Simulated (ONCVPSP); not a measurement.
**Which change was made? (Nb, ONCV)**

- Element: Nb (Z = 41)
- Generator: ONCVPSP 4.0.1
- Type: optimised norm-conserving Vanderbilt (ONCV)
- Functional: LDA (Perdew-Zunger)
- Relativity: scalar-relativistic
- Frozen core: [Kr]
- Valence charge: 5
- Reference configuration: 4d4 5s1
- Partial waves: 5s: rc 2.80 bohr, ncon 4, nbas 8, qcut 1.8 1/bohr, 2 projectors, debl 2.3 Ha; p scattering state at 0.03 Ha: rc 3.05 bohr, ncon 4, nbas 9, qcut 3.2 1/bohr, 2 projectors, debl 2.9 Ha; 4d: rc 2.00 bohr, ncon 4, nbas 7, qcut 4.1 1/bohr, 2 projectors, debl 2.7 Ha
- Local potential: polynomial inside 1.35 bohr (lpopt 5, dvloc0 6 Ha)
- Core correction: none

In the p channel the program set the typed energies aside and used 0.050, 2.950 Ha.

Cutoffs, loose and tight: the cutoffs (Ha) at which the residual kinetic energy of the hardest occupied pseudo-wave falls to 1 and 0.1 mHa per electron. They do not see the model core or the augmentation charge, which bear on the density cutoff. Test errors are all-electron minus pseudo excitation energies from the reference, over the configurations 4d4 5s0; 4d3 5s0; 4d2 5s0; 4d3 5s1; variants that change the core or the reference have their own tests. The largest error is taken over the tests solved by every variant that gives reliable tests at all, those not shown here included: 4d3 5s0; 4d3 5s1; 4d4 5s0.

The base gives: outcome: generated, projector energies reset by the program; cutoff, loose: 37 Ha; cutoff, tight: 44 Ha; bound ghosts: none; GHOST(+) flags above zero: s, p; largest test error (meV): +49.

Task: After one change the result is: outcome: generated, projector energies reset by the program; cutoff, loose: 18 Ha; cutoff, tight: 27 Ha; bound ghosts: none; GHOST(+) flags above zero: s, p; largest test error (meV): +53. Which change was it?
A. p: rc 2.56
B. d: ncon 3, nbas 6
C. d: rc 2.52
D. d: nbas 9

Result: C. The others give: d: nbas 9 → outcome: generated, projector energies reset by the program; cutoff, loose: 63 Ha; cutoff, tight: 78 Ha; bound ghosts: none; GHOST(+) flags above zero: s, p; largest test error (meV): +49 | d: ncon 3, nbas 6 → outcome: generated, projector energies reset by the program; cutoff, loose: 30 Ha; cutoff, tight: 50 Ha; bound ghosts: none; GHOST(+) flags above zero: s, p; largest test error (meV): +45 | p: rc 2.56 → outcome: generated; cutoff, loose: 37 Ha; cutoff, tight: 44 Ha; bound ghosts: none; GHOST(+) flags above zero: s, p; largest test error (meV): +49.
